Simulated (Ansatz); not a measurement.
A set of 12 reactions (ligand exchange), with CCSD(T)/CBS values in kJ/mol:

| reaction | ΔE |
| --- | --- |
| `[AlH2][SiH]([SiH3])[SiH3]` + `O[SiH3]` → `[AlH2][SiH]([SiH3])O[SiH3]` + SiH₄ | -64.9 |
| `[SiH3]BCl` + `N=[C](O)[GaH2]` → `O/[C]([GaH2])=N/[SiH3]` + `BCl` | -81.7 |
| `[F][Al]([Br])[Br]` + NH₃ → `[NH2][Al]([Br])[Br]` + H–F | 78.4 |
| `N#CB(Cl)Cl` + `C[SeH]` → `C[Se]B(Cl)Cl` + `C#N` | -46.3 |
| `N[CH2][GeH2][SiH3]` + `C=C(S)Cl` → `C=C(Cl)S[SiH3]` + `N[CH2][GeH3]` | -35.9 |
| `C[O][Ge]([F])([SH])[Cl]` + H₂Se → `C[O][Ge]([F])([Cl])[SeH]` + H₂S | -11.5 |
| `[OH][Ge]([OH])([F])[Cl]` + HCl → `[OH][Ge]([OH])([Cl])[Cl]` + H–F | -8.1 |
| `N[SiH](O)BO` + NH₃ → `N[SiH](N)O` + `BO` | -104.7 |
| `[CH3][AlH][CH2][GeH3]` + `C[SeH]` → `[CH3][AlH][Se]C` + `[CH3][GeH3]` | -115.8 |
| `[CH3][SnH2][SiH2]O` + H₂S → `[CH3][SnH2][SiH2]S` + H₂O | 15.0 |
| `O=CB(F)[SiH3]` + `B[SiH2]N` → `B[SiH2]N[SiH3]` + `O=CBF` | -76.3 |
| `[CH3][Mo]([NH2])(=[O])=[O]` + H–F → `[NH2][Mo](=[O])(=[O])[F]` + CH₄ | -122.4 |

Isolated molecules relaxed with PBE0-D4/def2-TZVP in Ansatz; ΔE leaves out vibrations. CCSD(T)/CBS adds triple-zeta CCSD(T) − MP2 to the extrapolated MP2 energy (def2 sets, frozen cores). This one scheme is used for every species. DFT in def2-TZVPP. B3LYP here is the variant with VWN-RPA as its local correlation; programs differ in this. def2 core potentials past Kr. For Br, Ga, Ge, Mo, Se, Sn outer-core shells are correlated without core-valence functions, which leaves a few kJ/mol of doubt a bond. Scalar relativity is left out up to krypton. Each species was taken in one conformer, which may not be the lowest.

Task: Give the mean, mean absolute and largest difference (level minus CCSD(T)/CBS, kJ/mol) for: r2SCAN-D4, PBE0-D4, B3LYP-D4, PBE, r2SCAN, B3LYP, MP2/def2-TZVPP, SCS-MP2/def2-TZVPP, CCSD/def2-TZVPP, CCSD(T)/def2-TZVPP, HF/def2-QZVPP, MP2/def2-QZVPP, SCS-MP2/def2-QZVPP, HF/CBS(def2). (Estimate.)

Result: Computed: 
```csv
level,mean,mean absolute,largest
r2SCAN-D4,0.8,5.6,-27.3
PBE0-D4,2.6,6.6,15.3
B3LYP-D4,0.3,5.0,-19.8
PBE,6.4,10.6,-23.3
r2SCAN,1.2,6.2,-28.6
B3LYP,3.3,8.9,-26.9
MP2/def2-TZVPP,-3.4,3.6,-9.8
SCS-MP2/def2-TZVPP,-2.0,5.6,-10.5
CCSD/def2-TZVPP,2.0,3.7,9.1
CCSD(T)/def2-TZVPP,1.7,2.3,6.3
HF/def2-QZVPP,-1.6,14.2,-32.2
MP2/def2-QZVPP,-4.3,4.3,-10.2
SCS-MP2/def2-QZVPP,-2.9,5.3,-10.7
HF/CBS(def2),-1.6,14.3,-32.6
```

The largest T1 diagnostic in the set is 0.025, for `[CH3][Mo]([NH2])(=[O])=[O]` (customary mark 0.02).

CCSD(T)/CBS is a level of theory with its own doubt, and the functionals carry their triple-zeta basis error, so these figures describe this set and don't rank the functionals.
